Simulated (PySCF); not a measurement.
Cd(F)(OH) (CdFHO), SMILES [OH][Cd][F].

Coordinates come from a PBE-D3(BJ)/def2-TZVP optimisation. The def2 effective core potentials stand for the cores of Cd; spin–orbit coupling is left out. Other conformers were not sampled.

Level of theory: ωB97X/def2-TZVPD in PySCF.

Gas-phase values at a fixed geometry.

Computed frontier levels, gap, dipole moment and polarisability:
- highest occupied level: -11.10 eV
- lowest empty level: -0.11 eV
- orbital gap: 10.99 eV
- dipole moment: 1.99 D
- quadrupole, principal values (traceless, Buckingham form, about the centre of nuclear charge): -16.05, 5.93, 10.12 D·Å
- mean static polarisability: 32.3 bohr³ (4.79 Å³)
- polarisability, principal values: 26.7, 26.8, 43.4 bohr³
